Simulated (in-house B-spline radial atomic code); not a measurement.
Radial electron density of Zr⁶⁺, [Ar] 3d10 4s1 4p4 5s1. Method: scalar-relativistic (X2C) B97-1, spin-polarised, spherical fractional occupations, exact exchange averaged over the configuration, Fermi nucleus of rms radius 4.2694 fm. Calculated with a radial B-spline atomic code at the basis-set limit.

One-electron X2C: radii and densities carry no picture-change correction, so inner-shell <1/r> comes out high (for 1s by about 2 % at Z = 33, 5 % at 54, 10 % at 75, 30 % at 118) and <r> low.

Columns: r (bohr), 4πr²n(r) (electrons per bohr), bar.

```
  0.0014    1.684 #
 0.00172    2.371 ##
 0.00212    3.338 ##
 0.00261     4.66 ###
  0.0032    6.412 #####
 0.00394    8.793 ######
 0.00484    11.87 #########
 0.00595     15.8 ###########
 0.00731    20.62 ###############
 0.00899    26.32 ###################
   0.011    32.49 #######################
  0.0136    39.11 ############################
  0.0167    44.85 ################################
  0.0205    48.94 ###################################
  0.0252    50.51 ####################################
   0.031    49.18 ###################################
  0.0381    45.81 #################################
  0.0468    42.62 ###############################
  0.0575    42.44 ###############################
  0.0707    47.04 ##################################
  0.0869    54.89 ########################################
   0.107    60.96 ############################################
   0.131    59.77 ###########################################
   0.161    50.75 #####################################
   0.198    40.35 #############################
   0.244    37.07 ###########################
     0.3    41.74 ##############################
   0.369    45.48 #################################
   0.453    40.04 #############################
   0.557    26.92 ###################
   0.684    14.81 ###########
   0.841    8.807 ######
    1.03     6.94 #####
    1.27    5.193 ####
    1.56    2.986 ##
    1.92    1.506 #
    2.36   0.8439 #
     2.9   0.4061 
    3.57   0.1169 
    4.38  0.01773 
    5.39 0.001067 
    6.62 2.588e-05 
    8.14 7.887e-08
```

On this grid the curve has 3 maxima, near 0.0252, 0.107, 0.369 bohr.

The 4p up radial function P(r) = rR(r), positive near the nucleus:

```csv
r (bohr),P
0.00172,0.001303
0.00261,0.002708
0.00394,0.005608
0.00595,0.0116
0.00899,0.02375
0.0136,0.0476
0.0205,0.09103
0.031,0.1635
0.0468,0.2621
0.0707,0.3481
0.107,0.3173
0.161,0.05193
0.244,-0.3858
0.369,-0.5405
0.557,-0.007748
0.841,0.8185
1.27,1.001
1.92,0.4586
2.9,0.07143
4.38,0.002552
```
